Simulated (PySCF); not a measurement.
Si(F)(H)2(NHMe) (CH6FNSi), SMILES CN[SiH2]F. Atoms are numbered in the order given.

```xyz
10

Si     0.5958    -0.4811     0.3641
F      1.7316     0.3059    -0.5051
N     -0.9102     0.3186     0.4440
C     -1.9122     0.3480    -0.5962
H      0.4023    -1.7860    -0.3223
H      1.1316    -0.5850     1.7465
H     -1.0400     1.0192     1.1657
H     -2.9292     0.2411    -0.1829
H     -1.8892     1.2715    -1.2031
H     -1.7563    -0.4964    -1.2855
```

The structure is a stationary point at PBE0-D3(BJ)/def2-SVP. Other conformers were not sampled.

The numbers are results of PBE0/pcSseg-1 in PySCF, not measurements.

GIAO shieldings, no solvent; atoms alike by connectivity are averaged. δ = σ(ref) − σ: ²⁹Si against TMS (σ = 352.7 ppm); ¹⁹F against CFCl3 (σ = 167.2 ppm); ¹⁵N against NH3 (σ = 267.4 ppm); ¹³C against TMS (σ = 186.3 ppm); ¹H against TMS (σ = 31.56 ppm), references at their B3LYP-D3(BJ)/def2-TZVP geometries, non-relativistic.

Problem. Estimate the chemical shifts. (An estimate is asked for; the answer gives what the named calculation found.)

Solution. 
| nucleus | atoms | count | δ (ppm) |
|---|---|---|---|
| ²⁹Si | Si1 | 1 | -20.5 |
| ¹⁹F | F2 | 1 | -162.2 |
| ¹⁵N | N3 | 1 | 49.0 |
| ¹³C | C4 | 1 | 34.3 |
| ¹H | H5, H6 | 2 | 4.93 |
| ¹H | H8, H9, H10 | 3 | 3.07 |
| ¹H | H7 | 1 | 1.41 |
